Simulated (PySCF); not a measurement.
# Telling isomers of C$_{4}$H$_{5}$F$_{3}$O apart by NMR

PySCF calculation with couplings computed with B3LYP/pcJ-1 (spin–dipole term left out of most H,H and C,H couplings), GIAO PBE0/pcSseg-1 shieldings and PBE0-D3(BJ)/def2-SVP structure; isolated molecule, relativity neglected, one averaged value for each set of equivalent atoms, a single conformation.

Chemical shifts δ = σref − σ; 1H (31.27 ppm) and 13C (184.41 ppm) vs TMS, all at this level. Multiplet labels drop J under 1 Hz and among equivalent protons, and merge close values. Unscaled 3J(H,H) run several per cent high. One-bond C–F couplings are unscaled and too large by tens of Hz. Shifts are as computed. Against solution values, carbons near 30 ppm lie about +2 ppm off and those near 130 ppm about +5 ppm (rms about the fit 1.9 ppm; single classes can miss by 10 ppm). Of 1328 compounds with measured shifts, 309 miss one by over three times the rms of a fit or turn the order of signals round; such compounds aren't used in these exercises. Signals without a measured value on file couldn't be tested in this way; 1H shifts scatter by 0.2 ppm about their fit, and single ones miss by 0.5 ppm.

(1) Tabulate the signals of `CCC(=O)C(F)(F)F`, `CC(=O)CC(F)(F)F` and their relative energies.

(2) What is the quickest way to tell CCC(=O)C(F)(F)F from CC(=O)CC(F)(F)F?

Results:

(1) 
```json
{"SMILES": "CCC(=O)C(F)(F)F", "carbon types": "2×C 1×CH2 1×CH3", "δC": "199.7, 120.8, 31.8, 7.3", "δH": "2.65 (qq, 2H), 1.12 (t, 3H)", "E rel. (kcal/mol)": "6.6"}
{"SMILES": "CC(=O)CC(F)(F)F", "carbon types": "2×C 1×CH2 1×CH3", "δC": "201.9, 129.8, 51.4, 31.2", "δH": "2.80 (q, 2H), 2.32 (q, 3H)", "E rel. (kcal/mol)": "0.0"}
```

Energies are electronic energies at PBE0/pcSseg-1 on these geometries, without zero-point or thermal terms, each for the one conformer computed, which needn't be the lowest.

(2) Both give the same number of carbon signals, with the same numbers of each carbon type, so the positions decide. The first has a methyl carbon (CH3) at 7.3 ppm, the second a methyl carbon α to a carbonyl (CH3) at 31.2 ppm. Their most deshielded carbons lie at 199.7 and 201.9 ppm.
